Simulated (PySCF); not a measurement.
[SeS2]-, doublet: computed properties

These are results of UPBE0 in PySCF with Se def2-SVPD, S def2-SVPD; no relativity; density-fitted integrals, not measurements.

The structure is a minimum.

Coordinates in bohr (charge -1 multiplicity 2):
```
Se    0.9803    0.0000    0.0000
S    -1.2254   -3.3847    0.0000
S    -1.2254    3.3847    0.0000
```

- Point group: C2v
- Bond lengths: Se–S 2.138 Å (×2)
- Bond angles: S–Se–S 113.8°
- Entropy at 298.15 K and 1 bar (electronic part: spin only): 297.3 J/(mol K)
- Enthalpy at 298.15 K above 0 K: 12.88 kJ/mol
- Zero-point energy: 6.4 kJ/mol
- Lowest empty level (β): 1.36 eV
- Rotational constants: 0.3483, 0.08218, 0.06649 cm⁻¹
- Highest occupied level (α): -1.02 eV
- Heat capacity Cp at 298.15 K: 52.5 J/(mol K)
- Dipole moment about the centre of mass: 2.67 D
- Rotational symmetry number: 2
- Principal quadrupole moments (Buckingham, traceless) about the centre of mass: -14.31, 5.91, 8.41 D Å
- Spin squared ⟨S²⟩: 0.754
- Principal polarisabilities: 66.6, 80.7, 157.8 bohr³

Harmonic modes (masses in u: Se 79.917, S 31.972):
```csv
symmetry,ω (cm⁻¹),IR (km/mol),type
a1,176,2.7,bend
b2,448,138,stretch
a1,448,3.6,stretch
```

In C2v the vibrations span 2a1 + b2. Here b1 is antisymmetric to the molecular plane and b2 lies in it.

Charges (e); Mulliken and Löwdin values are unreliable with diffuse functions:
```csv
atom,Mulliken,Löwdin,polar tensor,spin (Mulliken),Mayer order to Se1
Se1,0.23,-0.18,0.47,0.42,–
"S2,3",-0.62,-0.41,-0.73,0.29,1.39
```

Mulliken populations on Se1: s 7.79, p 15.72, d 10.25.

Outer orbital energies (eV). α occupied: -11.30, -5.95, -5.22, -5.08, -2.73, -2.19, -2.04, -1.02; empty: 3.12, 3.72, 4.29, 4.70. β occupied: -14.04, -10.76, -5.74, -5.04, -4.22, -2.05, -1.93, -1.79; empty: 1.36, 3.26, 3.80, 4.37.

Other isomers or separated fragments may lie lower. The lowest empty level of this anion is unbound, so it and the gap depend on the basis.

The final relaxation and frequency run took 26 s on 4 threads of a shared Arm Neoverse V1 host, with 95 basis functions and 9 gradients; the process peaked at 0.87 GiB. Launch command: `OMP_NUM_THREADS=4 python axn.py task.json out`.
